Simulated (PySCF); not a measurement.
# Which determinant of GaN⁺ lies lowest?

Unrestricted PBE0; basis Ga def2-TZVPPD, N def2-TZVPPD; no relativity; PySCF 2.14. Outer shells of the fragments: Ga+ 3d10 4s2; N 2s2 2p3.

Followed along the bond (rough minima from three points):

```
2Ms+1   unpaired  ⟨S²⟩ at the start  R at minimum (Å)  Te (eV)
    4  σ ↑, π ↑↑               3.76              2.50     0.00
    2  σ ↓, π ↑↑               1.77              2.07     0.85
    2  σ ↑, π ↑↓               1.77              2.20     1.05
```

Solutions found at the starting distance of 1.960 Å, counted from the lowest of them; the search is not exhaustive and high or unbound solutions are not listed, so other states can lie among these:

```csv
2Ms+1,unpaired,term,E (eV),⟨S²⟩,⟨Lz²⟩,μ (D)
4,"σ ↑, π ↑↑",⁴Σ⁻,0.00,3.76,0.00,-0.49
2,"σ ↓, π ↑↑",mixed,0.63,1.77,0.00,-1.07
2,"σ ↑, π ↑↓",mixed,0.88,1.77,2.01,-0.81
2,π ↑,²Π,1.87,0.91,1.01,-2.83
2,σ ↑,mixed,2.64,0.76,2.00,-0.89
2,π ↑,²Π,3.56,0.75,1.00,2.39
```

A term symbol is given only where ⟨S²⟩ and ⟨Lz²⟩ are close to those of a pure state; real π, δ and φ orbitals otherwise mix terms. A positive dipole points towards N; it is taken about the centre of mass and depends on that origin.

Task: Compare the gap between the two lowest followed solutions at the starting distance with the gap between their minima.

Result: At PBE0 the second solution (Ms = 0.5 of mixed spin, unpaired electrons σ ↓, π ↑↑) lies +0.63 eV from the first (quartet, unpaired electrons σ ↑, π ↑↑) at 1.960 Å and +0.85 eV at the minima; the two curves relax by different amounts, since their minima lie near 2.07 and 2.50 Å.

Spin–orbit coupling is left out. Counting both spins, an empty level lies below a filled one in some of these solutions, because spin and occupation are held.
